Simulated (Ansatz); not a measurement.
hexa-1,2-dien-4-yne (C6H6), SMILES C=C=CC#CC. Atoms are numbered in the order given.

```xyz
12

C      2.9539     0.0144     0.6684
C      1.8265    -0.4514     0.2064
C      0.6930    -0.9352    -0.2653
C     -0.5550    -0.2500    -0.2369
C     -1.6351     0.3062    -0.2287
C     -2.9208     0.9811    -0.2132
H      3.2570    -0.1567     1.7076
H      3.6320     0.5963     0.0336
H      0.7081    -1.9388    -0.7133
H     -3.7100     0.3421    -0.6392
H     -2.8889     1.9125    -0.8008
H     -3.2195     1.2448     0.8139
```
Charge 0, spin multiplicity 1.

Coordinates come from a PBE0-D3(BJ)/def2-SVP optimisation.

Two levels are set side by side: PBE-D3(BJ)/def2-SVP (Ansatz, a program for electronic structure) and PBE0-D3(BJ)/def2-SVP (Ansatz). Each level has its own optimised geometry; the coordinates shown are those of the second. Differences are taken from unrounded values.

```tsv
quantity	PBE0-D3(BJ)
mean bond length (Å)	1.210
bond C1–C2 (Å)	1.304
bond C2–C3 (Å)	1.320
bond C3–C4 (Å)	1.424
bond C4–C5 (Å)	1.215
bond C5–C6 (Å)	1.452
bond C1–H7 (Å)	1.096
bond C1–H8 (Å)	1.096
bond C3–H9 (Å)	1.099
bond C6–H10 (Å)	1.101
bond C6–H11 (Å)	1.102
bond C6–H12 (Å)	1.102
```

**Question.** What does PBE-D3(BJ) give, and how far is it from PBE0-D3(BJ)? (An estimate is asked for; the answer gives what the named calculation found.)

**Answer.** 
| quantity | PBE-D3(BJ) | PBE-D3(BJ) minus PBE0-D3(BJ) |
|---|---|---|
| mean bond length (Å) | 1.218 | 0.008 |
| bond C1–C2 (Å) | 1.313 | 0.009 |
| bond C2–C3 (Å) | 1.331 | 0.012 |
| bond C3–C4 (Å) | 1.424 | 0.000 |
| bond C4–C5 (Å) | 1.228 | 0.013 |
| bond C5–C6 (Å) | 1.455 | 0.003 |
| bond C1–H7 (Å) | 1.105 | 0.009 |
| bond C1–H8 (Å) | 1.105 | 0.009 |
| bond C3–H9 (Å) | 1.109 | 0.010 |
| bond C6–H10 (Å) | 1.110 | 0.009 |
| bond C6–H11 (Å) | 1.111 | 0.009 |
| bond C6–H12 (Å) | 1.111 | 0.009 |

GGA bonds tend to be longer and softer than those of functionals with exact exchange. Differences between two approximate levels are no errors against the true value.
